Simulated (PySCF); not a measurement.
## Polarisability of `CC(=S)c1ccn[n-]1`

Compound: C5H5N2S (charge -1).
Atom-mapped SMILES: `[CH3:1][C:2](=[S:3])[c:4]1[cH:5][cH:6][n:7][n-:8]1` (hydrogens: H9, H10, H11 on C1; H12 on C5; H13 on C6)

Structure used (GFN2-xTB), in Å, numbered top down from 1:
```
atom  x, y, z in Å
C1    -2.1423    0.3926   -0.2526
C2    -1.0310   -0.3500    0.4300
S3    -1.4276   -1.4710    1.5973
C4     0.2848   -0.0669    0.0509
C5     1.5097   -0.6164    0.5215
C6     2.4576    0.0423   -0.2163
N7     1.8649    0.9222   -1.0678
N8     0.5768    0.8627   -0.9143
H9    -1.7217    1.0988   -0.9649
H10   -2.7947   -0.3128   -0.7699
H11   -2.7455    0.9206    0.4871
H12    1.6322   -1.3686    1.2776
H13    3.5323   -0.0529   -0.1962
```

Level: wB97X-D/def2-SVPD (PySCF), static field, nuclei fixed, core orbitals frozen in the response. The polarisability tensor in these axes (au):

```
x   151.74  19.64 -25.83
y    19.64  95.44 -29.77
z   -25.83 -29.77  99.66
```

Question: What are the eigenvalues, a third of the trace, and Δα (Δα² = ½Σ(αi − αj)² over the three pairs)?

Answer: Principal values 67.54, 105.15 and 174.15 au; mean 115.61 au = 17.13 Å³ = 19.06 × 10⁻⁴⁰ C²·m²/J; Δα = 93.65 au (81 % of the mean).

Question: Form Σ f/ω² (atomic units) for the 8 lowest TDDFT singlets, given as eV and f, and set it beside the mean polarisability, which is this sum over all singlets: 2.74, 0.0001; 3.54, 0.0021; 3.77, 0.4114; 4.31, 0.0409; 5.35, 0.0622; 5.68, 0.0312; 5.76, 0.0001; 5.84, 0.0291.

Answer: They add up to 26.19 au, 22.6 % of the 115.61 au; the largest single term is 21.46 au, from the state at 3.77 eV. Terms in order: 0.01, 0.12, 21.46, 1.63, 1.61, 0.72, 0.00, 0.63 au. Higher excitations give the rest. The strengths listed sum to 0.577.

Question: What depolarisation ratio follows for Rayleigh scattering of linearly polarised light, taking the static tensor?

Answer: ρ = 3Δα²/(45ᾱ² + 4Δα²) = 26310.3/(601487 + 35080.4) = 0.0413.

Question: Traceless (Buckingham) quadrupole moment about the centre of nuclear charge: eigenvalues?

Answer: -30.59, 15.18, 15.41 D·Å. The values depend on the origin, since the species is charged. The electronic extent ⟨r²⟩ about the same centre is 1176 bohr², a root-mean-square distance of 2.23 Å for the 66 electrons.

Question: Directions of the eigenvectors, and the extent of the frame along each?

Answer: Largest value along (0.82, 0.37, -0.43), where the nuclei span 5.38 Å; middle along (-0.57, 0.60, -0.57), 4.65 Å; least along (0.05, 0.71, 0.70), 1.76 Å. The response follows the extents in order.

One conformer (not necessarily the lowest) at the GFN2-xTB geometry, without solvent, vibrations or thermal averaging.

These values come from a run that also computed excited states. Time: 44 s of wall time. Hardware: one thread, Arm Neoverse V1, on a shared host.
